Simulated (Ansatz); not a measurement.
Basis sets compared for Ge2H⁻. Total charge -1; singlet. Geometry PBE-D4/def2-TZVPD. Ansatz on 4 threads of AMD EPYC 7R43 on a shared host; times are rough, and most runs start from earlier orbitals.

```tsv
atom	x (Å)	y (Å)	z (Å)
Ge1	-0.141	0.147	-0.018
Ge2	1.341	-1.465	0.111
H3	-1.200	1.318	-0.093
```

At PBE-D4/def2-SVPD, PBE-D4/def2-TZVPD, PBE0-D4/def2-SVPD the highest occupied level of the charge -1 singlet lies above zero (up to 0.82 eV). By energy differences its removal costs 2.12 eV (vertical, to the charge 0 doublet, at CCSD(T)/def2-TZVPPD). The structure comes from a short search, and lower isomers may exist.

```json
{"level": "PBE-D4/def2-SVPD", "functions": "84", "energy (Eh)": "-4153.4629", "HOMO (eV)": "0.82", "LUMO (eV)": "3.21", "wall time": "1.1 s"}
{"level": "PBE0-D4/def2-SVPD", "functions": "84", "energy (Eh)": "-4153.5599", "HOMO (eV)": "0.02", "LUMO (eV)": "3.79", "wall time": "1.5 s"}
```

Estimate the rows for PBE-D4/def2-TZVPD, PBE0-D4/def2-TZVPD (with forces).


```json
{"level": "PBE-D4/def2-TZVPD", "functions": "117", "energy (Eh)": "-4153.9877", "HOMO (eV)": "0.73", "LUMO (eV)": "3.11", "wall time": "1.4 s"}
{"level": "PBE0-D4/def2-TZVPD (with forces)", "functions": "117", "energy (Eh)": "-4154.0831", "HOMO (eV)": "-0.06", "LUMO (eV)": "3.68", "wall time": "3.3 s"}
```
